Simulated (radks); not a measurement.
The numbers below are computed, except where a source is named.
Task: Isoelectronic series with 1 electrons, each ion in its NIST ground configuration. Code: a radial shooting solver on a logarithmic mesh with Libxc functionals. Model: scalar-relativistic Kohn-Sham, PBEsol, spin-polarised, spherical densities, point nucleus; open shells are filled with parallel spins first. Total energies (hartree) and orbital eigenvalues (Ry):

| ion | configuration | E (hartree) | 1s up |
|---|---|---|---|
| H | 1s1 | -0.48872 | -0.54326 |
| Li2+ | 1s1 | -4.45051 | -7.55804 |
| B4+ | 1s1 | -12.41464 | -22.57505 |
| F8+ | 1s1 | -40.37504 | -76.66898 |
| Al12+ | 1s1 | -84.44302 | -162.9701 |
| P14+ | 1s1 | -112.55145 | -218.2654 |
| Cl16+ | 1s1 | -144.73310 | -281.7039 |

Estimate the row of N6+ (1s1).

Result: E (hartree) -24.38689; 1s up -45.60692.
